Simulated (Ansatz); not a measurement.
Isolated molecules relaxed with PBE0-D4/def2-TZVP in Ansatz; ΔE leaves out vibrations. CCSD(T)/CBS is the MP2 limit (def2-TZVPP, def2-QZVPP) plus CCSD(T) − MP2 in def2-TZVPP, frozen cores. Functionals use def2-TZVPP. def2 core potentials past Kr. For Ge, Te outer-core shells are correlated without core-valence functions, which leaves a few kJ/mol of doubt a bond. Scalar relativity is left out up to krypton. Each species was taken in one conformer, which may not be the lowest.

Consider the redistribution: `[CH3][GeH2][TeH]` + `O=C[SiH2]Cl` → `O=C[TeH]` + `[CH3][GeH2][SiH2]Cl`.

`[CH3][GeH2][TeH]`:

Cartesian coordinates in Å:
```
C -1.089 0.260 0.641
Ge 0.807 0.235 0.182
Te 1.352 -1.724 -1.380
H -1.295 1.082 1.330
H -1.367 -0.682 1.112
H -1.688 0.394 -0.259
H 1.683 -0.012 1.423
H 1.228 1.557 -0.485
H 0.367 -1.110 -2.564
```

`O=C[SiH2]Cl`:

Z-matrix (Å, degrees):
```
Si
C 1 1.924
Cl 1 2.052 2 109.2
H 1 1.480 2 108.8 3 -119.4
H 1 1.480 2 108.8 3 119.3
O 2 1.204 1 118.9 3 179.6
H 2 1.115 1 120.6 3 -0.4
```

`O=C[TeH]`:

Z-matrix (Å, degrees):
```
C
O 1 1.188
Te 1 2.145 2 123.5
H 1 1.106 2 123.6 3 -180.0
H 3 1.658 1 91.4 2 -180.0
```

`[CH3][GeH2][SiH2]Cl`:

Cartesian coordinates in Å:
```
C 1.559 -0.099 -0.837
Ge 0.201 -0.841 0.359
Si -1.570 0.722 0.653
Cl -2.236 1.302 -1.217
H 2.347 -0.833 -1.011
H 2.002 0.795 -0.399
H 1.105 0.166 -1.792
H 0.815 -1.174 1.735
H -0.378 -2.141 -0.232
H -2.730 0.154 1.385
H -1.117 1.950 1.356
```

Q: Is it downhill or uphill in electronic energy at CCSD(T)/CBS, and by how much? (Estimate.)

A: The calculation gave: Uphill: ΔE = +0.40 eV.

Q: What do these levels give: PBE0-D4, r2SCAN, PBE0, HF/def2-TZVPP, MP2/def2-TZVPP, SCS-MP2/def2-TZVPP, CCSD/def2-TZVPP, CCSD(T)/def2-TZVPP, SCS-MP2/def2-QZVPP, HF/CBS(def2), MP2/CBS(def2), CCSD/CBS(def2)? (Estimate.)

A: Computed: PBE0-D4 0.30, r2SCAN 0.22, PBE0 0.31, HF/def2-TZVPP 0.65, MP2/def2-TZVPP 0.42, SCS-MP2/def2-TZVPP 0.45, CCSD/def2-TZVPP 0.44, CCSD(T)/def2-TZVPP 0.38, SCS-MP2/def2-QZVPP 0.46, HF/CBS(def2) 0.65, MP2/CBS(def2) 0.44, CCSD/CBS(def2) 0.46 eV.

Largest T1 diagnostic among the species: 0.016.

From PBE to PBE0 (25 % exact exchange), in def2-TZVPP and without D4, ΔE moves by +0.14 eV. In def2-TZVPP, CCSD(T) changes the Hartree–Fock value by −0.27 eV (the triples alone add −0.05 eV) and MP2 by −0.23 eV.
